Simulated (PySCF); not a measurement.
C3H13NSi2, SMILES C[SiH2]N[C@H](C)[SiH3].

Geometry: B3LYP-D3(BJ)/def2-SVP. The structure was generated by enumeration; whether it is a known compound was not checked. One conformer was computed; it need not be the lowest.

The numbers are results of TDA-PBE/def2-SVPD (PySCF), not measurements.

Vertical excitations. The molecule is in vacuum.

```csv
state,energy (eV),λ (nm),f,main pairs
S1,5.03,247,0.005,HOMO→LUMO 99 %
S2,5.31,234,0.007,HOMO→LUMO+1 100 %
S3,5.66,219,0.006,HOMO→LUMO+2 95 %
S4,5.87,211,0.019,HOMO→LUMO+3 96 %
S5,5.95,208,0.009,HOMO→LUMO+4 99 %
S6,6.05,205,0.012,HOMO→LUMO+5 99 %
T1,4.85,256,0,HOMO→LUMO 99 %
T2,5.22,237,0,HOMO→LUMO+1 100 %
```
Triplets are in the Tamm–Dancoff approximation.
